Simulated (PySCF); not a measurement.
C₃H₅FOSi.
SMILES with atom numbers: `[O:1]=[CH:2][Si@@H:3]1[CH2:4][C@@H:5]1[F:6]` (hydrogens: H7 on C2; H8 on Si3; H9, H10 on C4; H11 on C5)

Method: PBE0-D3(BJ)/def2-SVP geometry optimisation, gas phase (PySCF); density fitting, grid level 1; the optimiser is geomeTRIC in internal coordinates, started from a GFN2-xTB structure with every atom displaced at random (about 0.01 Å).

The end geometry, which sets the zero of energy:
```
atom  x, y, z in Å
O1      2.9830    0.6747    0.4754
C2      1.9088    0.1370    0.5692
Si3     0.3823    0.6583   -0.4412
C4     -1.2441    0.2307    0.4041
C5     -0.8745   -0.7294   -0.6961
F6     -0.5672   -1.9992   -0.3069
H7      1.7511   -0.7285    1.2711
H8      0.5018    1.7890   -1.3914
H9     -1.1449   -0.1753    1.4186
H10    -2.1444    0.8409    0.2720
H11    -1.5142   -0.7237   -1.5891
```

Task: These geometries come from the run, each turned onto the end geometry. Order them by energy, lowest first.
A.
```
atom  x, y, z in Å
O1      2.9572    0.8050    0.4082
C2      1.9798    0.1287    0.5661
Si3     0.3885    0.5994   -0.3743
C4     -1.2773    0.2309    0.4013
C5     -0.9081   -0.7382   -0.6953
F6     -0.6548   -2.0187   -0.2992
H7      1.9578   -0.7500    1.2652
H8      0.5719    1.7406   -1.2980
H9     -1.3097   -0.1948    1.4102
H10    -2.1317    0.8855    0.2021
H11    -1.5358   -0.7136   -1.6006
```
B.
```
atom  x, y, z in Å
O1      2.9718    0.7021    0.4614
C2      1.9127    0.1303    0.5671
Si3     0.3734    0.6553   -0.4258
C4     -1.2539    0.2377    0.4067
C5     -0.8766   -0.7318   -0.6932
F6     -0.5591   -1.9914   -0.2774
H7      1.8117   -0.7694    1.2347
H8      0.5162    1.7986   -1.3609
H9     -1.2126   -0.1772    1.4220
H10    -2.1352    0.8694    0.2396
H11    -1.5107   -0.7488   -1.5883
```
C.
```
atom  x, y, z in Å
O1      3.0207    0.6594    0.4853
C2      1.9174    0.1379    0.5596
Si3     0.3798    0.6901   -0.4181
C4     -1.2165    0.2486    0.4104
C5     -0.8679   -0.7187   -0.7071
F6     -0.5758   -1.9835   -0.2988
H7      1.8026   -0.7350    1.2297
H8      0.4723    1.7816   -1.3763
H9     -1.2572   -0.1844    1.4245
H10    -2.1298    0.8422    0.2418
H11    -1.5079   -0.7636   -1.5651
```
D.
```
atom  x, y, z in Å
O1      2.9742    0.6995    0.4660
C2      1.9177    0.1242    0.5581
Si3     0.3784    0.6551   -0.4255
C4     -1.2546    0.2393    0.4038
C5     -0.8774   -0.7290   -0.6920
F6     -0.5511   -1.9872   -0.2789
H7      1.7967   -0.7637    1.2377
H8      0.5177    1.7973   -1.3591
H9     -1.2022   -0.1719    1.4192
H10    -2.1445    0.8581    0.2408
H11    -1.5170   -0.7470   -1.5842
```

Result: D (0.003 eV), B (0.006 eV), A (0.030 eV), C (0.096 eV).

In the order of the answer:

| step | E above end (eV) | largest force (eV/Å) | rms force component (eV/Å) | rms distance from end (Å) | rms bond change (Å) | bond most changed (Å) |
| --- | --- | --- | --- | --- | --- | --- |
| 4 | 0.003 | 0.10 | 0.032 | 0.035 | 0.002 | Si3–C4 -0.004 |
| 3 | 0.006 | 0.30 | 0.086 | 0.040 | 0.004 | C4–C5 +0.008 |
| 1 | 0.030 | 0.79 | 0.190 | 0.113 | 0.004 | Si3–C4 -0.008 |
| 0 | 0.096 | 1.72 | 0.547 | 0.049 | 0.018 | Si3–C4 -0.030 |

The cost below is that of the whole optimisation. Hardware: an Arm Neoverse N1 with one thread, no GPU, on a shared host. Cost: 67 s wall, 0.46 GiB resident at most.
